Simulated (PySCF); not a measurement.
**The second ionisation energy along group 15**

All values are computed (PySCF 2.14, energy differences of UHF-based or UKS calculations, no spin-orbit coupling). Values in eV. The last column holds reference values (NIST; (s) semi-empirical, (t) theoretical, else measured). Unmarked ones compare directly (S terms, centres of terms, or small fine structure); those marked * lie between the lowest fine-structure levels and include a spin-orbit shift.

| element | configurations | UHF | MP2 (valence) | SCS-MP2 (valence) | PBE | PBE0 | r2SCAN | reference |
| --- | --- | --- | --- | --- | --- | --- | --- | --- |
| N (aug-cc-pVTZ-DK, spin-free X2C) | [He] 2s2 2p2 → [He] 2s2 2p1 | 29.186 | 29.606 | 29.470 | 29.881 | 29.892 | 30.121 | 29.601 (s) * |
| P (aug-cc-pVTZ-DK, spin-free X2C) | [Ne] 3s2 3p2 → [Ne] 3s2 3p1 | 19.152 | 19.603 | 19.512 | 19.771 | 19.807 | 19.937 | 19.769 (s) * |
| Sb (aug-cc-pVTZ-DK3, spin-free X2C) | [Kr] 4d10 5s2 5p2 → [Kr] 4d10 5s2 5p1 | 16.003 | 16.321 | 16.258 | 16.466 | 16.531 | 16.640 | 16.626 ± 0.025 * |
| Bi (aug-cc-pVTZ-DK3, spin-free X2C) | [Xe] 4f14 5d10 6s2 6p2 → [Xe] 4f14 5d10 6s2 6p1 | 15.330 | 15.601 | 15.543 | 15.778 | 15.841 | 15.921 | 16.703 * |

Q: Fill in the row of As (aug-cc-pVTZ-DK, spin-free X2C) ([Ar] 3d10 4s2 4p2 → [Ar] 3d10 4s2 4p1).

A: UHF 17.979; MP2 (valence) 18.354; SCS-MP2 (valence) 18.279; PBE 18.495; PBE0 18.552; r2SCAN 18.714; reference 18.589 * (eV).

For Bi a determinant mixes LS terms or the coupling is close to jj, so these rows are model values.

"Valence" correlates the outer s and p shells and, in groups 3 to 12 and the f block, the outer d or f shell, open or full, or the next shell where the ion has no valence electron left; the wider scheme adds the next inner shell.
